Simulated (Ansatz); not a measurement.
Frontier orbitals of `[NH]=[Nb]([OH])([OH])[F]`.

```xyz
8

N     0.898    0.198    1.146
Nb   -0.177   -0.404   -0.087
O    -1.804    0.564    0.009
O     0.628   -0.121   -1.779
F    -0.480   -2.239    0.205
H     1.522    0.493    1.881
H    -2.069    1.254    0.618
H     1.482    0.255   -1.993
```

Charge 0, multiplicity 1. Correlated methods include outer-core shells of Nb, which these sets cover unevenly. Nb takes the def2 core potential. All single points use the PBE0-D4/def2-TZVP geometry. It is one conformer, not always the lowest. Basis def2-TZVPP, the Gaussian-basis code of Ansatz.

| functional | HOMO (eV) | LUMO (eV) | gap (eV) |
| --- | --- | --- | --- |
| PBE | -6.76 | -1.58 | 5.18 |
| revPBE | -6.68 | -1.49 | 5.19 |
| B97M-V | -7.06 | -1.41 | 5.65 |
| PBE0 | -8.20 | -0.75 | 7.45 |
| r2SCAN0 | -8.41 | -0.66 | 7.75 |
| CAM-B3LYP | -9.61 | 0.31 | 9.92 |
| ωB97X-V | -10.62 | 1.28 | 11.90 |
| ωB97M-V | -10.54 | 0.75 | 11.29 |
| HF | -11.45 | 1.68 | 13.13 |

From PBE to PBE0 the HOMO moves by −1.44 eV and the LUMO by +0.84 eV, and with ωB97M-V by −3.78 and +2.33 eV, so the gap grows from 5.18 to 11.29 eV with exact exchange. A positive LUMO is unbound and depends on the basis.
